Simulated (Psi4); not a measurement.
CH₅S (SMILES C[SH2+]), charge +1, singlet, geometry from GFN2-xTB. Base run: PBE0/def2-SVP run with Psi4.

Psi4 was given this input:
```
memory 2 GB

molecule {
1 1
  C    -1.13733988   -0.15488493    0.31956678
  S     0.57631004    0.06030404   -0.26311906
  H    -1.76532359    0.54315093   -0.22980945
  H    -1.44558655   -1.16978631    0.07792438
  H    -1.21784394    0.02192839    1.38740599
  H     0.83830333    1.23610769    0.35754640
  H     1.19352933   -0.66695567    0.69943691
}

set basis def2-svp

energy('pbe0')
print_variables()
```

Each row names what was changed in the base input (with any setting that the change needs).

```tsv
change	E (Eh)	core-seconds (rough)
base	-438.65458	7
functional = wb97x-v	-438.77225	100
functional = cam-b3lyp	…	8
functional = m06-l	-438.84078	8
functional = b2plyp	-438.65502	5
functional = scan	…	10
functional = mn15	-438.63587	10
functional = bp86	-438.88675	7
functional = b3lyp5	-438.76858	7
functional = m06	-438.79000	10
functional = pbe0-dh	…	7
functional = tpssh	-438.87354	20
functional = m06-2x	…	7
```

Question: What belongs in the gaps?

Answer: 
- functional = cam-b3lyp, E (Eh): -438.82425
- functional = scan, E (Eh): -438.84838
- functional = pbe0-dh, E (Eh): -438.63124
- functional = m06-2x, E (Eh): -438.79518

Absolute energies of different levels of theory aren't comparable as measures of quality.
